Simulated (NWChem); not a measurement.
C$_{4}$H$_{8}$O; SMILES OCCC=C

```xyz
13

C      0.1413     2.4396     0.3496
C     -0.2649     1.3612    -0.3423
C      0.4205     0.0261    -0.3551
C     -0.4594    -1.1022     0.1852
O      0.2472    -2.3203     0.0355
H      1.0517     2.4119     0.9719
H     -0.4131     3.3905     0.3149
H     -1.1858     1.4379    -0.9515
H      0.7017    -0.2504    -1.3963
H      1.3620     0.0601     0.2320
H     -1.4303    -1.1082    -0.3737
H     -0.7100    -0.8858     1.2537
H     -0.3031    -3.0283     0.4136
```
Atoms are numbered in this order, from 1.

Results from NWChem. All runs use the structure optimised with PBE-D3(BJ)/def2-SVP. No frequency run checked for a minimum. Level: B3LYP/def2-SVP with COSMO at NWChem's default radii, gas-phase geometry; the question gives the dielectric constant.

What does the run give for dielectric constant 4.8? Quantities: electrostatic solvation energy (kcal/mol); dipole in solution (D).

The electrostatic solvation energy (kcal/mol) is -4.1 and the dipole in solution (D) is 1.82.
